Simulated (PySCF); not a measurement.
C3H5FOSi, SMILES C#C[Si@H](F)CO.

Geometry optimised at ωB97X-D3(BJ)/def2-SVP. The structure was generated by enumeration; whether it is a known compound was not checked. The values are those of a single conformer.

Two levels are set side by side: PBE/def2-TZVP (PySCF) and PBE0/def2-TZVP (PySCF). Same geometry, gas phase. Differences are taken from unrounded values.

```tsv
quantity	PBE0	PBE	PBE minus PBE0
orbital gap (eV)	6.92	4.47	-2.45
highest occupied level (eV)	-7.76	-6.25	1.51
lowest empty level (eV)	-0.84	-1.78	-0.94
dipole moment (D)	1.73	1.69	-0.04
mean polarisability (bohr³)	60.2	62.8	2.7
```

PBE's occupied levels lie high since its potential decays too fast outside the molecule; exact exchange lowers them and widens the gap. Loosely held outer electrons make PBE densities more polarisable. Differences between two approximate levels are no errors against the true value.

Rough cost on one machine, each run with all the roots and properties that it gave: PBE0 against PBE within a factor of 2.
